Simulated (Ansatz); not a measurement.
Stepwise reaction of `[NH2][Hf]([NH2])([Cl])[Cl]` with hydrogen fluoride, as a gas-phase model of exchange steps in deposition or etching. ΔE in kJ/mol; ΔG adds harmonic PBE0-D4 terms to CCSD(T)/CBS, at 1 bar.

Calculated with Ansatz (gas phase, PBE0-D4/def2-TZVP geometries, no zero-point term in ΔE). CBS: MP2 limit from def2 TZ/QZ plus the TZ coupled-cluster correction, frozen cores. This one scheme is used for every species. DFT in def2-TZVPP. B3LYP here is the variant with VWN-RPA as its local correlation; programs differ in this. def2 core potentials past Kr. For Hf outer-core shells are correlated without core-valence functions, which leaves a few kJ/mol of doubt a bond. One conformer a species, not always the lowest.

| step | reaction | PBE-D4 | B3LYP-D4 | ωB97M-V | CCSD(T)/CBS | ΔG(500 K) |
| --- | --- | --- | --- | --- | --- | --- |
| 1 | `[NH2][Hf]([NH2])([Cl])[Cl]` + H–F → `[NH2][Hf]([F])([Cl])[Cl]` + NH₃ | -114.5 | -115.3 | -115.7 | -105.6 | -102.1 |

Problem. Give the row of step 2, `[NH2][Hf]([F])([Cl])[Cl]` + H–F → `[F][Hf]([F])([Cl])[Cl]` + NH₃. (Best estimate.)

Solution. Ansatz gave: 
```json
{"step": "2", "reaction": "`[NH2][Hf]([F])([Cl])[Cl]` + H–F → `[F][Hf]([F])([Cl])[Cl]` + NH₃", "PBE-D4": "-107.7", "B3LYP-D4": "-108.3", "ωB97M-V": "-108.4", "CCSD(T)/CBS": "-99.8", "ΔG(500 K)": "-90.3"}
```

Problem. By hand: ΔE of the 2 steps together at CCSD(T)/CBS.

Solution. (-105.6) + (-99.8) = -205.4 kJ/mol, or -102.7 kJ/mol a step.

In ΔE each step is higher than the one before. All are downhill at CCSD(T)/CBS. ΔG lies between -102.1 and -90.3 kJ/mol a step. PBE-D4 differs from CCSD(T)/CBS by -8.9 to -7.9 kJ/mol a step. Isolated molecules leave out the surface, adducts and barriers. Largest T1 diagnostic: 0.015.
